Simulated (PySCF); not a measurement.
GeFI, SMILES [F][Ge][I] (connectivity only; charge and spin as stated), neutral, multiplicity 1.

Coordinates come from a B3LYP-D3(BJ)/def2-TZVP optimisation. The def2 effective core potentials stand for the cores of I; spin–orbit coupling is left out.

Calculation: HF/def2-TZVPD in PySCF.

Symmetry labels are those of the subgroup Cs that the program uses (full group Cs).

Computed valence orbital energies around the gap with their symmetry:
```
orbital  symmetry  energy (eV)
-------  --------  -----------
HOMO−7         A'       -24.38
HOMO−6         A'       -19.78
HOMO−5         A'       -17.49
HOMO−4         A"       -17.28
HOMO−3         A'       -14.62
HOMO−2         A'       -10.46
HOMO−1         A"       -10.45
HOMO           A'        -9.99
LUMO           A"        -0.22
LUMO+1         A'         1.17
LUMO+2         A'         1.55
LUMO+3         A"         1.65
```
